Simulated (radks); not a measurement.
Q: All-electron atom: Hg62+ in [Ar] (the NIST ground configuration). All-electron calculation, Dirac Kohn-Sham, relativistic LDA (MacDonald-Vosko exchange, VWN5 correlation), spin-unpolarised, spherical densities, finite nucleus; Fermi nuclear charge, rms radius 5.4648 fm. Program: a radial shooting solver on a logarithmic mesh with Libxc functionals. Some entries of the table are withheld. Estimate them.

orbital,occ.,eigenvalue (hartree),r(max) (bohr)
1s1/2,2,-3206.233,0.01028
2s1/2,2,-710.5092,(1)
2p1/2,2,-690.9358,0.04364
2p3/2,4,-619.2394,0.05099
3s1/2,2,-278.4317,0.1609
3p1/2,2,(2),(3)
3p3/2,4,(4),(5)
3d3/2,0,-242.1491,0.1238
3d5/2,0,-237.8239,0.1274
4s1/2,0,-145.9801,0.3226

A: 
(1) 2s1/2 r(max) (bohr): 0.05941
(2) 3p1/2 eigenvalue (hartree): -271.0060
(3) 3p1/2 r(max) (bohr): 0.1491
(4) 3p3/2 eigenvalue (hartree): -252.2721
(5) 3p3/2 r(max) (bohr): 0.1623
